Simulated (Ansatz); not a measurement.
C₃H₉AlO (`CC(C)[O][AlH2]`) at its PBE0-D4/def2-TZVP geometry, where that method's forces vanish. Charge 0, multiplicity 1.

| atom | x (Å) | y (Å) | z (Å) |
| --- | --- | --- | --- |
| C1 | 1.2860 | -1.1491 | 0.2143 |
| C2 | 0.2342 | -0.1434 | 0.6424 |
| C3 | 0.5833 | 1.2636 | 0.1963 |
| O4 | -1.0188 | -0.5549 | 0.1627 |
| Al5 | -2.2625 | -0.0917 | -0.8693 |
| H6 | 1.0013 | -2.1536 | 0.5314 |
| H7 | 1.3900 | -1.1483 | -0.8747 |
| H8 | 2.2576 | -0.9075 | 0.6521 |
| H9 | 0.1768 | -0.1544 | 1.7400 |
| H10 | -0.1800 | 1.9776 | 0.5154 |
| H11 | 0.6629 | 1.3148 | -0.8938 |
| H12 | 1.5397 | 1.5770 | 0.6216 |
| H13 | -3.4600 | -1.1138 | -0.9828 |
| H14 | -2.2107 | 1.2836 | -1.6555 |

(1) For each bond, give half the difference of the two atoms' forces along it (eV/Å; positive pushes the atoms apart) under PBE-D4, r2SCAN-D4, B3LYP-D4, ωB97M-V in def2-TZVPP. (An estimate is asked.)

Answers

(1) Ansatz gave: 
| bond | length (Å) | PBE-D4 | r2SCAN-D4 | B3LYP-D4 | ωB97M-V |
| --- | --- | --- | --- | --- | --- |
| C1–C2 | 1.517 | 0.00 | 0.05 | 0.11 | 0.08 |
| C1–H6 | 1.091 | 0.09 | -0.04 | -0.07 | -0.07 |
| C1–H7 | 1.094 | 0.11 | -0.03 | -0.06 | -0.06 |
| C1–H8 | 1.093 | 0.09 | -0.03 | -0.06 | -0.07 |
| C2–C3 | 1.517 | -0.04 | 0.04 | 0.13 | 0.10 |
| C2–O4 | 1.403 | 0.23 | 0.27 | 0.26 | 0.22 |
| C2–H9 | 1.099 | 0.10 | -0.08 | -0.17 | -0.19 |
| C3–H10 | 1.093 | 0.09 | -0.03 | -0.08 | -0.07 |
| C3–H11 | 1.094 | 0.11 | -0.03 | -0.06 | -0.07 |
| C3–H12 | 1.093 | 0.09 | -0.03 | -0.07 | -0.07 |
| O4–Al5 | 1.681 | 0.19 | -0.05 | -0.01 | 0.04 |
| Al5–H13 | 1.578 | -0.01 | -0.04 | -0.11 | -0.15 |
| Al5–H14 | 1.585 | -0.04 | -0.04 | -0.09 | -0.13 |

B3LYP here is the variant with VWN-RPA as its local correlation; programs differ in this.
